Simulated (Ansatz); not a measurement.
Reaction (hydrogenolysis of the Si–S bond): `CC[Si]SC` + H₂ → `CC[SiH]` + CH₃SH

Gas-phase electronic energies from Ansatz, PBE0-D4/def2-TZVP geometries. CCSD(T)/CBS is the MP2 limit (def2-TZVPP, def2-QZVPP) plus CCSD(T) − MP2 in def2-TZVPP, frozen cores. This one scheme is used for every species. DFT in def2-TZVPP. Each species was taken in one conformer, which may not be the lowest.

```csv
level,ΔE (kcal/mol)
BLYP-D4,27.0
ωB97M-V,23.5
B2PLYP,22.8
HF/def2-TZVPP,13.7
```

Q: What does CCSD(T)/CBS give? (Estimate.)

A: Ansatz gave: +24.5 kcal/mol. The listed levels differ from it by 2.5, -1.0, -1.7, -10.8 kcal/mol.

Q: What do rigid-rotor, harmonic-oscillator terms from PBE0-D4/def2-TZVP frequencies (298.15 K, 1 bar) make of the CCSD(T)/CBS value? (Estimate.)

A: Ansatz gave: ΔZPE = +1.4 kcal/mol, ΔH = +24.8 kcal/mol, ΔS = 46 J/(mol·K), ΔG = +21.5 kcal/mol.

Largest T1 diagnostic among the species: 0.014.

From BLYP to BHLYP (50 % exact exchange), in def2-TZVPP and without D4, ΔE moves by −2.8 kcal/mol. Leaving LDA and LC-ωPBE aside and taking each functional with its dispersion term where it has one, the values, not all of them listed here, spread over 6.4 kcal/mol, from CAM-B3LYP-D4 to revPBE-D4. LDA lies +2.6 kcal/mol from PBE without D4. At CCSD(T), def2-SVP lies −4.9 kcal/mol from the extrapolated value and def2-TZVPP −1.5 kcal/mol.
